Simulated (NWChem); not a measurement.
System: C3H2F2; SMILES C#CC(F)F

Here is an NWChem input.

```
start job
memory heap 200 mb stack 900 mb global 1100 mb
geometry units angstroms noautosym nocenter noautoz
  C     -0.141791    -2.163900     0.000000
  C      0.060971    -0.972836     0.000000
  C      0.365342     0.461765     0.000000
  F     -0.157942     1.055955    -1.091435
  F     -0.157942     1.055955     1.091435
  H     -0.335057    -3.221858     0.000000
  H      1.456200     0.637259     0.000000
end
basis spherical
  C library def2-svp
  F library def2-svp
  H library def2-svp
end
dft
  xc b3lyp
  iterations 150
  mulliken
end
task dft energy
esp
  recalculate
  probe 0.07
  range 0.3
  factor 1.0
  spacing 0.02
end
task esp
```

Parts of the log:

```
             Northwest Computational Chemistry Package (NWChem) 7.3.0
             --------------------------------------------------------

                             Geometry "geometry" -> ""
                             -------------------------

 Output coordinates in angstroms (scale by  1.889725989 to convert to a.u.)

  No.       Tag          Charge          X              Y              Z
 ---- ---------------- ---------- -------------- -------------- --------------
    1 C                    6.0000    -0.14179100    -2.16390000     0.00000000
    2 C                    6.0000     0.06097100    -0.97283600     0.00000000
    3 C                    6.0000     0.36534200     0.46176500     0.00000000
    4 F                    9.0000    -0.15794200     1.05595500    -1.09143500
    5 F                    9.0000    -0.15794200     1.05595500     1.09143500
    6 H                    1.0000    -0.33505700    -3.22185800     0.00000000
    7 H                    1.0000     1.45620000     0.63725900     0.00000000

 Effective nuclear repulsion energy (a.u.)     157.0069032159

                                 NWChem DFT Module
                                 -----------------

 Summary of "ao basis" -> "ao basis" (spherical)
 ------------------------------------------------------------------------------
       Tag                 Description            Shells   Functions and Types
 ---------------- ------------------------------  ------  ---------------------
 C                          def2-svp                 6       14   3s2p1d
 F                          def2-svp                 6       14   3s2p1d
 H                          def2-svp                 3        5   2s1p

            General Information
            -------------------
          SCF calculation type: DFT
          Wavefunction type:  closed shell.
          No. of atoms     :     7
          No. of electrons :    38
           Alpha electrons :    19
            Beta electrons :    19
          Charge           :     0
          Spin multiplicity:     1
          Use of symmetry is: off; symmetry adaption is: off
          Maximum number of iterations: 150
          AO basis - number of functions:    80
                     number of shells:    36
          Convergence on energy requested:  1.00D-06
          Convergence on density requested:  1.00D-05
          Convergence on gradient requested:  5.00D-04

              XC Information
              --------------
                         B3LYP Method XC Potential
                     Hartree-Fock (Exact) Exchange  0.200
                        Slater Exchange Functional  0.800 local
                    Becke 1988 Exchange Functional  0.720 non-local
              Lee-Yang-Parr Correlation Functional  0.810
                  VWN I RPA Correlation Functional  0.190 local

             Grid Information
             ----------------
          Grid used for XC integration:  medium
          Radial quadrature: Mura-Knowles
          Angular quadrature: Lebedev.
          Tag              B.-S. Rad. Rad. Pts. Rad. Cut. Ang. Pts.
          ---              ---------- --------- --------- ---------
          C                   0.70       49          10.0       434
          F                   0.50       49          11.0       434
          H                   0.35       45          11.0       434
          Grid pruning is: on
          Number of quadrature shells:   335
          Spatial weights used:  Erf1

      Superposition of Atomic Density Guess
      -------------------------------------

 Sum of atomic energies:        -312.45801234

      Non-variational initial energy
      ------------------------------

 Total energy =    -314.410133
 1-e energy   =    -742.086728
 2-e energy   =     270.669691
 HOMO         =      -0.349104
 LUMO         =       0.034198

     ---------------------------------------------
      Total Density - Mulliken Population Analysis
     ---------------------------------------------

    Atom       Charge   Shell Charges
 -----------   ------   -------------------------------------------------------
    1 C    6     6.35   1.99  0.98  0.62  1.92  0.81  0.03
    2 C    6     5.99   1.99  1.00  0.24  1.95  0.78  0.03
    3 C    6     4.97   1.99  0.86  0.16  1.43  0.43  0.10
    4 F    9     9.42   1.99  1.14  0.77  3.45  2.06  0.00
    5 F    9     9.42   1.99  1.14  0.77  3.45  2.06  0.00
    6 H    1     0.87   0.63  0.22  0.03
    7 H    1     0.98   0.72  0.24  0.02

   convergence    iter        energy       DeltaE   RMS-Dens  Diis-err
 ---------------- ----- ----------------- --------- --------- ---------
 d= 0,ls=0.0,diis     1   -314.7553198868 -4.72D+02  2.05D-02  1.10D+00
 d= 0,ls=0.0,diis     2   -314.7011995844  5.41D-02  9.98D-03  1.94D+00
 d= 0,ls=0.0,diis     3   -314.8698002186 -1.69D-01  3.39D-03  8.34D-02
 d= 0,ls=0.0,diis     4   -314.8724511120 -2.65D-03  1.76D-03  5.37D-02
 d= 0,ls=0.0,diis     5   -314.8790445552 -6.59D-03  4.23D-04  2.46D-03
  Resetting Diis
 d= 0,ls=0.0,diis     6   -314.8792871052 -2.43D-04  7.57D-05  4.68D-05
 d= 0,ls=0.0,diis     7   -314.8792931200 -6.01D-06  2.58D-05  1.71D-06
 d= 0,ls=0.0,diis     8   -314.8792931149  5.10D-09  1.30D-05  1.85D-06
 d= 0,ls=0.0,diis     9   -314.8792933590 -2.44D-07  2.56D-06  9.33D-08

         Total DFT energy =     -314.879293359012
      One electron energy =     -744.436968347507
           Coulomb energy =      310.418323962602
    Exchange-Corr. energy =      -37.867552190035
 Nuclear repulsion energy =      157.006903215928

 Numeric. integr. density =       38.000000010534

                       DFT Final Molecular Orbital Analysis
                       ------------------------------------

 Vector   17  Occ=2.000000D+00  E=-3.680951D-01
              MO Center=  2.0D-01,  6.9D-01, -1.3D-08, r^2= 2.0D+00
   Bfn.  Coefficient  Atom+Function         Bfn.  Coefficient  Atom+Function
  ----- ------------  ---------------      ----- ------------  ---------------
    46      0.326870  4 F  px                60      0.326870  5 F  px
    76      0.292134  7 H  s                 22     -0.264672  2 C  py
    32      0.224094  3 C  px                47      0.224792  4 F  py
    61      0.224791  5 F  py                49     -0.222087  4 F  px
    63     -0.222087  5 F  px                19     -0.204021  2 C  py

 Vector   18  Occ=2.000000D+00  E=-3.124281D-01
              MO Center= -4.5D-02, -1.4D+00,  5.6D-09, r^2= 1.7D+00
   Bfn.  Coefficient  Atom+Function         Bfn.  Coefficient  Atom+Function
  ----- ------------  ---------------      ----- ------------  ---------------
    20      0.427460  2 C  pz                 6      0.422145  1 C  pz
     9      0.247994  1 C  pz                23      0.219292  2 C  pz
    47      0.128172  4 F  py                61     -0.128172  5 F  py
    50     -0.090857  4 F  py                64      0.090857  5 F  py

 Vector   19  Occ=2.000000D+00  E=-3.104640D-01
              MO Center=  7.7D-03, -1.4D+00,  1.7D-09, r^2= 1.7D+00
   Bfn.  Coefficient  Atom+Function         Bfn.  Coefficient  Atom+Function
  ----- ------------  ---------------      ----- ------------  ---------------
     4      0.418432  1 C  px                18      0.413958  2 C  px
     7      0.242167  1 C  px                21      0.227835  2 C  px
    76     -0.132254  7 H  s                 77     -0.079543  7 H  s
     5     -0.076011  1 C  py                32     -0.072343  3 C  px
    19     -0.062890  2 C  py                 8     -0.047955  1 C  py

 Vector   20  Occ=0.000000D+00  E=-2.081466D-03
              MO Center=  2.8D-02, -1.2D+00, -9.8D-09, r^2= 2.6D+00
   Bfn.  Coefficient  Atom+Function         Bfn.  Coefficient  Atom+Function
  ----- ------------  ---------------      ----- ------------  ---------------
     9      0.597929  1 C  pz                23     -0.493200  2 C  pz
     6      0.411351  1 C  pz                20     -0.377133  2 C  pz
    37     -0.299370  3 C  pz                34     -0.217831  3 C  pz
    45     -0.188682  4 F  s                 59      0.188682  5 F  s
    47     -0.139248  4 F  py                61      0.139248  5 F  py

[...]

                     NWChem Electrostatic Potential Fit Module
                     -----------------------------------------

 Atom parameters

 Number of atoms is                                    7
 Number of basis functions is                         80

 Grid parameters

 Maximum number of grid points is                  32949
 Number of grid points is                          32948
 Grid range                                     0.300000 nm
 Grid spacing                                   0.020000 nm
 Probe radius                                   0.070000 nm
 Atom radius factor                             1.000000

 Atomic radii

    1    0.100000
    6    0.147000
    9    0.128000
 FASTESP  F
  using M.O. file = ./job.movecs

    Atom              Coordinates                           Charge

                                                  ESP

    1 C    -0.014179   -0.216390    0.000000   -0.281092
    2 C     0.006097   -0.097284    0.000000   -0.148668
    3 C     0.036534    0.046177    0.000000    0.775112
    4 F    -0.015794    0.105596   -0.109144   -0.285520
    5 F    -0.015794    0.105596    0.109144   -0.285178
    6 H    -0.033506   -0.322186    0.000000    0.267147
    7 H     0.145620    0.063726    0.000000   -0.041801
                                            ------------
                                                0.000000

 Dipole moment                                  0.862166

 Quadrupole moment Qxx                          0.225959
                   Qyy                          6.743860
                   Qzz                         -6.969818

 RMS deviation kJ/mol                           0.056596

 RRMS %                                        24.710953
```

Level: B3LYP/def2-SVP. Structure relaxed at the PBE0/def2-SVP level.
